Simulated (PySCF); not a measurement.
A structure optimised at B3LYP-D3(BJ)/def2-SVP, used in a PySCF frequency run:

```xyz
10

Al     0.6078     0.5349     0.0000
F      2.2377     0.8086     0.0000
N      0.0273    -1.1291     0.0000
C     -0.3347    -2.2764     0.0000
O     -0.6938    -3.3907     0.0000
O     -0.4239     1.8530     0.0000
C     -1.7916     2.1495     0.0000
H     -2.0540     2.7466     0.8909
H     -2.0540     2.7466    -0.8909
H     -2.4250     1.2427     0.0000
```

Problem. Write its SMILES, formula and point group.

Solution. C[O][Al]([F])[N]=C=O, C₂H₃AlFNO₂, Cs

Problem. What are its rotational constants (standard atomic weights)?

Solution. 2.9773, 1.2211, 0.87071 GHz
